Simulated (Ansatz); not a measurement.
SiS3⁻ (the lowest doublet isomer of a short search) was relaxed with PBE-D4 (def2-TZVPD) in Ansatz in these states: charge -1 doublet, charge -1 quartet. The geometries follow in no particular order.

A:

```tsv
atom	x (Å)	y (Å)	z (Å)
Si1	-0.680	-0.106	0.014
S2	0.097	-1.086	-1.693
S3	0.917	-0.752	1.277
S4	-0.334	1.944	0.402
```

B:

```xyz
4

Si    0.000    0.000    0.000
S    -1.358    1.498    0.212
S    -0.251   -1.750    1.005
S     1.609    0.251   -1.217
```

**Question.** Judge from the bond lengths which geometry belongs to which state (an estimate).

**Answer.** A is the charge -1 quartet (Si1–S3 2.136 Å, Si1–S2 2.116 Å, Si1–S4 2.116 Å); B is the charge -1 doublet (Si1–S3 2.033 Å, Si1–S2 2.033 Å, Si1–S4 2.033 Å).

At PBE0-D4/def2-TZVPD a doublet lies 2.31 eV below the charge -1 quartet. These are the stationary points nearest to one start from a short search; other shapes may lie lower in each state.
